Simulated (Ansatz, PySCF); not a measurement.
Br$_{3}$Sb, charge +1, doublet, geometry from GFN2-xTB (a state made from the parent by changing its charge; the spin is typed, not shown lowest) (all electrons, no relativity). Base run: PBE0/STO-3G (PySCF).

Geometry (Å):
```xyz
4

Sb    -0.0042    -0.0106     0.9004
Br     0.5427    -2.1470    -0.4602
Br     1.5956     1.5493    -0.4116
Br    -2.1322     0.6131    -0.4402
```
Charge +1, spin multiplicity 2.
Orbitals are unrestricted.
All else is at PySCF's defaults.

The same geometry, method and basis name were run in Ansatz (an electronic-structure program) and PySCF, at each program's defaults and at the settings that a row names. The base is PySCF at its defaults. Differences at the defaults can come from grids, fitting, cores and function types together.

```
code and settings                                                               ΔE vs base (mEh)  basis functions        E (Eh)  SCF cycles
------------------------------------------------------------------------------  ----------------  ---------------  ------------  ----------
PySCF, defaults (exact integrals, its default grid, spherical functions)                   0.000               81  -13890.37629          10
Ansatz, defaults (factorised integrals, its default grid, spherical functions)             0.022               81  -13890.37626           -
PySCF, fine grid                                                                           0.018               81  -13890.37627          10
Ansatz, high accuracy                                                                      0.020               81  -13890.37627           -
```

Open shells are given as the SCF converged; they aren't shown to be the lowest states, and a large step between rows can be another state.
